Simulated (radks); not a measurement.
Charge is removed step by step from the 5s up level of Rb, starting from [Kr] 5s(up 1, down 0). Method: scalar-relativistic Kohn-Sham, BLYP, spin-polarised, spherical densities, point nucleus; computed with a radial shooting solver on a logarithmic mesh with Libxc functionals.

\begin{tabular}{lrr}
removed (e) & E - E(0) (eV) & eigenvalue (eV) \\ \hline
0 & 0.000 & -2.319 \\
0.125 & 0.319 & -2.791 \\
0.25 & 0.698 & -3.274 \\
0.375 & 1.138 & -3.767 \\
0.5 & 1.640 & -4.267 \\
0.625 & 2.205 & -4.773 \\
0.75 & 2.833 & -5.281 \\
0.875 & 3.525 & -5.788 \\
\end{tabular}

The mean slope of the eigenvalue, de/dn, is 3.96 eV per electron.
